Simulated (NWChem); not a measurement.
# C₂H₃NO₂Si; SMILES N1C(O[SiH2]C=1)=O

```xyz
9

O     -0.3683    -2.2528     0.0000
C     -0.1046    -1.0953     0.0000
N      1.2513    -0.6017     0.0000
C      1.3354     0.6721     0.0000
Si    -0.3984     1.4437     0.0000
O     -1.0517    -0.1189     0.0000
H      2.3336     1.1320     0.0000
H     -0.7702     2.1904    -1.2292
H     -0.7702     2.1904     1.2292
```
Atoms are numbered in this order, from 1.

Program: NWChem. Medium grid unless said otherwise, to which SCAN and Minnesota functionals are sensitive. The geometry was optimised at PBE0/def2-SVP. Hybrids' shares of exact exchange are those that their runs print; pure functionals count as 0. The functionals differ in more than this share.

```
row                    share of exact exchange  highest occupied level (eV)
---------------------  -----------------------  ---------------------------
r2SCAN/def2-SVP                           0.00                        -6.93
B3LYP/def2-SVP                            0.20                        -7.80
PW6B95/def2-SVP                           0.28                     withheld
Hartree-Fock/def2-SVP                     1.00                       -11.91
```

**Question.** Fit a straight line of the last column on the one before it, predict the withheld value, and compare with the run.

**Answer.** 
1. Means of the 3 shown rows: x = 0.400, y = -8.880. Slope Σ(x − x̄)(y − ȳ)/Σ(x − x̄)² = -2.814/0.5600 = -5.025; intercept -6.870.
2. The shown rows scatter about the line by 0.056 (root mean square); the largest residual is +0.08, at B3LYP/def2-SVP.
3. At x = 0.28 (PW6B95/def2-SVP; inside the shown range) the line gives -8.28.
4. The run gives -8.21, +0.07 from the line, 1.2 times the scatter.
